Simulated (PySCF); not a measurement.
Run record: geometry optimisation, pivaloyl chloride, `CC(C)(C)C(=O)Cl`.

Computed with PBE0-D3(BJ)/def2-SVP geometry optimisation, gas phase (PySCF 2.14.0). Start geometry: GFN2-xTB. The input is one job of a driver script: a line of settings, then coordinates in Å.

Command:
```bash
OMP_NUM_THREADS=1 python probes_run.py task.json out
```

Input:
```
{"job": {"xc": "PBE0", "basis": "def2-SVP", "d3": "d3bj", "grid": 1, "shake": 0.01, "kind": "geom"}, "charge": 0, "multiplicity": 1}
C      0.197010     1.373050    -0.633620
C     -0.065990     0.036190     0.025400
C     -0.291820    -1.040100    -1.049660
C      1.162850    -0.320240     0.919840
C     -1.305300     0.137120     0.866410
O     -2.009590     1.087310     1.034300
Cl    -1.692890    -1.371530     1.717240
H      0.325660     2.179500     0.106760
H      1.065760     1.358400    -1.238900
H     -0.673480     1.669730    -1.250950
H      0.597210    -1.092640    -1.671300
H     -1.128640    -0.797650    -1.651830
H     -0.455840    -2.000660    -0.594070
H      1.245700     0.428480     1.708720
H      0.975660    -1.302040     1.391840
H      2.034650    -0.347290     0.330560
```

Output:
```
step   0  E = -730.58862255  max force = 0.050718
step   1  E = -730.59406025  max force = 0.008922
step   2  E = -730.59434069  max force = 0.009591
step   3  E = -730.59478151  max force = 0.005210
step   4  E = -730.59504877  max force = 0.003122
step   5  E = -730.59520667  max force = 0.001213
step   6  E = -730.59537069  max force = 0.001412
step   7  E = -730.59539838  max force = 0.000641
step   8  E = -730.59540663  max force = 0.000339
optimisation converged
```

Energies in Eh; «max force» is the largest Cartesian gradient component in Eh/bohr.

Q: Give the first gradient maximum in eV/Å.

A: With 1 Eh/bohr = 51.422 eV/Å, 2.608 eV/Å.

Summary of the converged run: final energy -730.59541 Eh after 8 steps; dipole 2.79 D.

Q: Give the final coordinates.

A: 0.033 Å rms from the input after alignment:
```
atom  x, y, z in Å
C1     0.0870    1.3983   -0.6417
C2    -0.0621    0.0329    0.0287
C3    -0.1322   -1.0759   -1.0282
C4     1.1070   -0.2201    0.9869
C5    -1.3696    0.0463    0.8111
O6    -2.1593    0.9242    0.8646
Cl7   -1.6855   -1.4818    1.7158
H8     0.1282    2.2056    0.1035
H9     1.0167    1.4204   -1.2295
H10   -0.7562    1.6074   -1.3149
H11    0.8014   -1.0797   -1.6108
H12   -0.9678   -0.9100   -1.7251
H13   -0.2572   -2.0639   -0.5643
H14    1.1572    0.5515    1.7701
H15    1.0239   -1.2020    1.4723
H16    2.0497   -0.1903    0.4197
```

Q: How long does this job take on one thread of an Arm Neoverse V1 (shared host)? And the peak memory of the process?

A: About 85 s, with 0.62 GiB resident at the peak, the Python interpreter and its libraries included.
Labels such as C1 count atoms from 1, the log's own numbers from 0.
